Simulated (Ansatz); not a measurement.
# A relaxation, step by step

InH$_{2}$I (SMILES [InH2][I]), singlet, PBE0-D4/def2-mTZVP (Ansatz 0.2.0). Settings:

```yaml
hamiltonian: {xc: pbe0, dispersion: d4}
relax: {f_tol: 0.05, max_steps: 80, max_displacement: 0.05}
```

Start (the SMILES describes the start alone):

In1  (-0.162, -0.013, -0.078)
I2  (2.292, 0.183, 0.912)
H3  (-1.078, -1.449, 0.233)
H4  (-0.890, 1.300, -1.052)
(Å)

```tsv
step	energy less the last (meV)	largest force component (eV/Å)
1	72.0	0.802
2	23.9	0.156
3	5.9	0.123
4	0.0	0.018
```

Step 2, positions (Å) and forces (eV/Å):

```
atom       x       y       z      Fx      Fy      Fz
 In1  -0.202   0.000  -0.102  -0.156  -0.137   0.001
  I2   2.282   0.188   0.905  -0.111   0.021  -0.060
  H3  -1.063  -1.454   0.241   0.124  -0.025   0.067
  H4  -0.855   1.287  -1.030   0.143   0.142  -0.008
```

Step 3, positions (Å) and forces (eV/Å):

| atom | x | y | z | Fx | Fy | Fz |
| --- | --- | --- | --- | --- | --- | --- |
| In1 | -0.230 | -0.011 | -0.108 | -0.123 | -0.023 | -0.042 |
| I2 | 2.252 | 0.192 | 0.890 | -0.025 | 0.017 | -0.020 |
| H3 | -1.043 | -1.479 | 0.263 | 0.053 | -0.014 | 0.030 |
| H4 | -0.817 | 1.318 | -1.029 | 0.095 | 0.019 | 0.032 |

Last step (4):

In1  (-0.259, -0.022, -0.115)
I2  (2.228, 0.204, 0.873)
H3  (-1.032, -1.502, 0.279)
H4  (-0.775, 1.341, -1.022)
(Å)

Hardware: 2 CPU threads of an Intel Xeon, shared host. Wall time about 21 s.
